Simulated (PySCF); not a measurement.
Compound: BClH₈Si₃.
Bonds: Si1–Si2, Si2–Si3, Si3–B4, B4–Cl5. Hydrogens: H6, H7, H8 on Si1; H9, H10 on Si2; H11, H12 on Si3; H13 on B4.

Method used: PBE0-D3(BJ)/def2-SVP geometry optimisation, gas phase (PySCF 2.14.0).

Entries marked ? are missing. Bonds in one row agree within 0.01 Å.

```
            coordinate    value
               Si1–Si2        ?
               Si2–Si3        ?
                Si3–B4  2.009 Å
                B4–Cl5        ?
Si1–H6, Si1–H7, Si1–H8  1.495 Å
       Si2–H9, Si2–H10  1.497 Å
      Si3–H11, Si3–H12  1.497 Å
                B4–H13  1.208 Å
            Si2–Si1–H6   109.6°
            Si2–Si1–H7   110.9°
             H6–Si1–H7   108.8°
           Si1–Si2–Si3   107.8°
            Si1–Si2–H9   110.4°
            Si3–Si2–H9        ?
           Si3–Si2–H10        ?
            H9–Si2–H10   108.1°
            Si2–Si3–B4   102.6°
           Si2–Si3–H11        ?
           Si2–Si3–H12        ?
            B4–Si3–H11   113.3°
            B4–Si3–H12   112.3°
           H11–Si3–H12   109.6°
            Si3–B4–Cl5   119.2°
            Si3–B4–H13        ?
```

Problem. Fill in the missing values.

Solution. 
- Si1–Si2 = 2.356 Å, drawn single (SiH3 silicon to SiH2 silicon); 0.14 Å above the sum of covalent radii, 2.22 Å.
- Si2–Si3 = 2.358 Å, drawn single (both ends SiH2 silicon); 0.14 Å above the sum of covalent radii, 2.22 Å.
- B4–Cl5 = 1.750 Å, drawn single (ends: three-coordinate boron; chlorine bonded to B); 0.11 Å below the sum of covalent radii, 1.86 Å.
- Si3–Si2–H9 = 111.3°, at the SiH2 silicon; the outer atoms are 3.220 Å apart.
- Si3–Si2–H10 = 109.1°, at the SiH2 silicon; the outer atoms are 3.180 Å apart.
- Si2–Si3–H11 = 111.3°, at the SiH2 silicon; the outer atoms are 3.217 Å apart.
- Si2–Si3–H12 = 107.4°, at the SiH2 silicon; the outer atoms are 3.148 Å apart.
- Si3–B4–H13 = 124.4°, at the three-coordinate boron; the outer atoms are 2.870 Å apart.

Radii are Cordero's.

Stationary, but not proved a minimum. One conformer, not necessarily the lowest (Si1–Si2–Si3–B4 77°, Si2–Si3–B4–Cl5 -72°).

The run took 49 s on one thread, Arm Neoverse V1 (aarch64), no GPU, on a shared host, and the process peaked at 0.53 GiB of memory. This is the geometry optimisation.
